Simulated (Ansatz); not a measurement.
Total energies of Ta₃S₈ from Ansatz at PBE-D4/def2-SVP, gas phase (1 Eh = 27.2114 eV = 2625.5 kJ/mol). The reference geometry is relaxed at PBE-D4/def2-SVP.

Cartesian coordinates in Å:
```
Ta 1.4609 -0.6552 0.1713
Ta -1.1225 -0.6561 -1.5625
Ta -0.4482 1.5702 1.2096
S -0.6565 -2.2083 0.1617
S 1.8071 1.7115 0.5497
S 1.1319 -0.5159 -2.2239
S 3.3172 -1.7047 0.5622
S -1.9861 1.3857 -0.6298
S -2.3790 -1.5130 -3.1255
S -0.9753 3.1243 2.6455
S -0.1494 -0.5385 2.2418
```

```json
{"state": "charge 0 doublet", "geometry": "reference", "energy (Eh)": "-3354.96197"}
{"state": "charge 0 quartet", "geometry": "relaxed at PBE-D4/def2-SVP", "energy (Eh)": "-3354.91191"}
{"state": "free Ta atom (quartet)", "geometry": "–", "energy (Eh)": "-56.85247"}
{"state": "free S atom (triplet)", "geometry": "–", "energy (Eh)": "-397.80063"}
```

In the def2 sets Ta takes a core potential; there is no spin–orbit coupling.

Problem. Which of the charge 0 states is lowest, and how far above it are the others?

Solution. The doublet. quartet: -3354.91191 − (-3354.96197) = 0.05006 Eh = 131.4 kJ/mol.

Problem. What is the binding energy per atom against free atoms?

Solution. Atoms: 3 × (-56.85247) + 8 × (-397.80063) = -3352.96245 Eh. Binding: -3352.96245 − (-3354.96197) = 1.99952 Eh = 54.41 eV, or 4.95 eV for each of 11 atoms (no zero-point energy, no counterpoise term).
